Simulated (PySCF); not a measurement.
# Dipole response of Zn⁺ (zinc, charge +1)

[Ar] 3d10 4s1, 2S determinant. Computed with PySCF 2.14 in aug-cc-pwCVTZ-DK (10s9p7d4f3g, 127 functions), with scalar relativity by spin-free X2C-1e. Coupled (time-dependent) response in atomic units; α is the mean over directions.

```csv
method,mean α (bohr³),C₆ (like pair),S(−4)
UHF,23.70,101.5,537.6
PBE,16.71,68.54,227.1
```

S(−4) is the Cauchy moment in α(ω) = α(0) + S(−4) ω² + …

α(iu) at PBE:

```csv
u (hartree),α(iu) (bohr³)
0,16.71
0.0500,16.16
0.100,14.76
0.200,11.19
0.300,8.305
0.500,5.079
0.750,3.321
1.00,2.470
1.50,1.638
2.00,1.210
3.00,0.7574
5.00,0.3880
```

A single London oscillator, α(iu) = α/(1 + u²/ω²), gives C₆ = (3/4) ω α². Matching the computed C₆ needs ω = 4 × 68.54 / (3 × 16.71²) = 0.327 hartree.

For an ion, C₆ is the dispersion term alone; charge-induced terms of lower order in 1/R come first.
